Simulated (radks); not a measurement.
Problem. The mean radii <r> (bohr) of the occupied orbitals of an atom or ion are listed with their occupations. Method: Dirac Kohn-Sham, LDA (Slater exchange, Perdew-Wang correlation), spin-unpolarised, spherical densities, point nucleus; computed with a radial shooting solver on a logarithmic mesh with Libxc functionals.

orbital  occ.      <r>
1s1/2       2  0.02613
2s1/2       2   0.1118
2p1/2       2  0.09407
2p3/2       4  0.09996
3s1/2       2   0.2991
3p1/2       2   0.2890
3p3/2       4   0.3008
3d3/2       4   0.2715
3d5/2       6   0.2752
4s1/2       2   0.6949
4p1/2       2   0.7205
4p3/2       4   0.7484
4d3/2       4   0.8302
4d5/2       6   0.8407
5s1/2       2    1.702
5p1/2       2    1.931
5p3/2       3    2.011

Name the element and its charge. Open shells, if any, fill j = l - 1/2 first.

Solution. Z = 55, caesium, charge +2: Cs2+ in [Kr] 4d10 5s2 5p5. The 1s radius gives Z: for a bare nucleus <r> = (2 gamma + 1)/(2Z) with gamma = sqrt(1 - (Z/c)^2), 0.02574 bohr for Z = 55, and screening makes it slightly larger (0.02613 here). The occupations add up to 53, and the charge is Z minus that.
